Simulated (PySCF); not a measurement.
Job file and geometry (Å, from GFN2-xTB) of an NMR shielding run on SMILES C=C[C@@H]([SiH3])c1cccs1, C7H10SSi, PySCF, GIAO PBE0/pcSseg-1 NMR shielding, non-relativistic, gas phase; density fitting, a coarse starting grid and PySCF grid level 2 are the driver's defaults:

```
$ OMP_NUM_THREADS=1 python probes_run.py task.json out

{"job": {"kind": "nmr", "xc": "PBE0", "basis": "pcSseg-1"}, "charge": 0, "multiplicity": 1}
C     -2.694176    -1.355628     0.533143
C     -1.659082    -0.574961     0.785842
C     -0.715847    -0.063917    -0.249703
Si    -1.195350     1.753943    -0.683428
C      0.700444    -0.113652     0.187764
C      1.773118    -0.591286    -0.499335
C      2.994672    -0.456727     0.200934
C      2.839429     0.127599     1.412689
S      1.193527     0.527244     1.725731
H     -3.359856    -1.689685     1.310285
H     -2.916226    -1.697417    -0.465132
H     -1.453932    -0.245995     1.796367
H     -0.813154    -0.665892    -1.158594
H     -2.572172     1.738909    -1.174288
H     -1.080321     2.569585     0.523104
H     -0.268963     2.221129    -1.714990
H      1.695648    -1.034485    -1.476828
H      3.941972    -0.788949    -0.185171
H      3.580465     0.349435     2.154474
```

Task: Write the output of this run.

Result: 
```
coarse grid: 17056 points
cycle   1  E = -959.6410275735  dE =  1.370e+00  |g| = 4.268e-01  |ddm| = 4.276e+00
cycle   2  E = -959.6164539966  dE =  2.457e-02  |g| = 5.215e-01  |ddm| = 9.848e-01
cycle   3  E = -959.6872800816  dE = -7.083e-02  |g| = 1.101e-01  |ddm| = 6.680e-01
cycle   4  E = -959.6905232733  dE = -3.243e-03  |g| = 3.719e-02  |ddm| = 1.863e-01
cycle   5  E = -959.6908474413  dE = -3.242e-04  |g| = 1.359e-02  |ddm| = 5.137e-02
cycle   6  E = -959.6908920514  dE = -4.461e-05  |g| = 4.920e-03  |ddm| = 2.032e-02
cycle   7  E = -959.6908979371  dE = -5.886e-06  |g| = 1.387e-03  |ddm| = 5.943e-03
final grid: 155848 points
cycle   8  E = -959.7468773721  dE = -2.908e-05  |g| = 9.727e-03  |ddm| = 3.899e-02
cycle   9  E = -959.7468559566  dE =  2.142e-05  |g| = 1.311e-02  |ddm| = 2.375e-02
cycle  10  E = -959.7469015840  dE = -4.563e-05  |g| = 1.364e-03  |ddm| = 1.586e-02
cycle  11  E = -959.7469021074  dE = -5.235e-07  |g| = 3.950e-04  |ddm| = 2.277e-03
cycle  12  E = -959.7469021424  dE = -3.497e-08  |g| = 1.410e-04  |ddm| = 4.923e-04
cycle  13  E = -959.7469021468  dE = -4.452e-09  |g| = 4.751e-05  |ddm| = 1.617e-04
cycle  14  E = -959.7469021473  dE = -5.011e-10  |g| = 1.856e-05  |ddm| = 6.487e-05
converged SCF energy = -959.7469021473

GIAO shielding tensors (ppm)
atom      isotropic    diamagn.    paramagn.     s11        s22        s33       span
  0 C       68.828     252.070    -183.242    -39.757     87.690    158.549    198.306
  1 C       36.379     257.252    -220.873    -80.653     52.438    137.351    218.005
  2 C      146.699     245.779     -99.080    132.448    147.637    160.012     27.564
  3 Si     397.339     880.108    -482.769    357.210    373.234    461.573    104.363
  4 C       30.086     263.698    -233.613    -43.212     14.438    119.032    162.244
  5 C       61.060     249.217    -188.157    -13.929     57.266    139.842    153.771
  6 C       55.875     254.763    -198.889    -26.641     43.521    150.745    177.386
  7 C       55.471     264.044    -208.573    -36.860     60.512    142.762    179.622
  8 S      286.821    1058.400    -771.579    146.052    301.557    412.854    266.802
  9 H       26.482      28.302      -1.821     23.481     25.000     30.964      7.483
 10 H       26.351      31.371      -5.020     22.882     25.252     30.918      8.036
 11 H       25.261      31.813      -6.553     22.116     22.999     30.667      8.551
 12 H       27.995      33.947      -5.951     23.868     28.618     31.499      7.631
 13 H       27.742      29.538      -1.796     24.395     25.475     33.355      8.960
 14 H       27.713      29.530      -1.817     23.810     27.948     31.381      7.571
 15 H       27.772      29.644      -1.872     24.220     26.398     32.700      8.480
 16 H       24.823      32.977      -8.154     21.594     24.454     28.420      6.826
 17 H       24.708      30.004      -5.295     21.677     24.708     27.740      6.063
 18 H       24.647      30.975      -6.328     21.695     24.601     27.644      5.949
```

Task: Turn these shieldings into chemical shifts. Chemical shifts δ = σref − σ; TMS for $^{13}$C (σ = 186.93 ppm) and $^{29}$Si (σ = 349.16 ppm) and $^{1}$H (σ = 31.72 ppm); $^{33}$S (σ = 503.73 ppm) vs CS2, all at this level.

Result: Averaging equivalent atoms: C 4: 156.8; C 1: 150.5; C 7: 131.5; C 6: 131.1; C 5: 125.9; C 0: 118.1; C 2: 40.2; Si 3: -48.2; S 8: 217; H 18: 7.07; H 17: 7.01; H 16: 6.89; H 11: 6.46; H 10: 5.37; H 9: 5.24; H 13/14/15: 3.97; H 12: 3.72 ppm. 

Size and cost of the density-fitted run: 217 basis functions, 82 s wall time on 1 thread of an Arm Neoverse N1, shared host; peak memory 1 GiB.
